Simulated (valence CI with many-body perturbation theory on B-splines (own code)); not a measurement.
## Basis-set convergence for Cu¹⁴⁺

Calculated by configuration interaction combined with many-body perturbation theory (CI+MBPT): five valence electrons over a frozen Dirac-Fock core [Ne], radial functions for each j: 9 s, 9 p, 8 d, 6 f, 3 g, 1 h, with the one-electron correlation potential Σ1, the two-electron term Σ2, the three-electron term Σ3, Breit, model QED; selected CI, second order for the rest, scaled by the run's own slope (own B-spline code, finite nucleus).

No measured spectrum was set against this ion. As an estimate, levels of excited configurations hold to 0.05 to 0.15 % of their energy, terms of the ground configuration to about 0.5 %. Among the levels kept, up to 1600 cm⁻¹ of a level comes from second order outside the variational space, and about a tenth of that is noise between levels of different J, which matters for small intervals.

The reference run has the lowest level 3s2 3p3 4S°_3/2 and an ionisation energy of 478.230 eV. Its largest variational space holds 19994 state functions.

Names give the largest LS component (configuration and term), which can be under half, so a name can repeat, a term be missing and a line seem to break the LS rules; names also repeat where a configuration has a term twice. Letters in brackets count levels of one name in rising energy.

Changed runs:
A. basis 6 s, 6 p, 5 d, 3 f, 1 g
B. basis 5 s, 5 p, 4 d, 2 f

Excitation energies of the reference run in cm⁻¹, and shifts in cm⁻¹:

```
                 Level  Reference       A       B
       3s2 3p3 2D°_3/2      48197    +197    +736
       3s2 3p3 2D°_5/2      58059    +198    +742
       3s2 3p3 2P°_1/2      91492    +245    +871
       3s2 3p3 2P°_3/2     106476    +226    +815
         3s 3p4 4P_5/2     338047    +9.5    +100
         3s 3p4 4P_3/2     355558    +0.8     +76
         3s 3p4 4P_1/2     362334    +0.3     +88
         3s 3p4 2D_3/2     419185    +168    +560
         3s 3p4 2D_5/2     424033    +168    +563
 3s2 3p2 3d 2P_3/2 [a]     477936    +205    +487
     3s 3p4 2S_1/2 [a]     483387    +260    +753
     3s 3p4 2S_1/2 [b]     510955    +276    +825
Ionisation energy (eV)    478.230  -0.024  -0.073
```
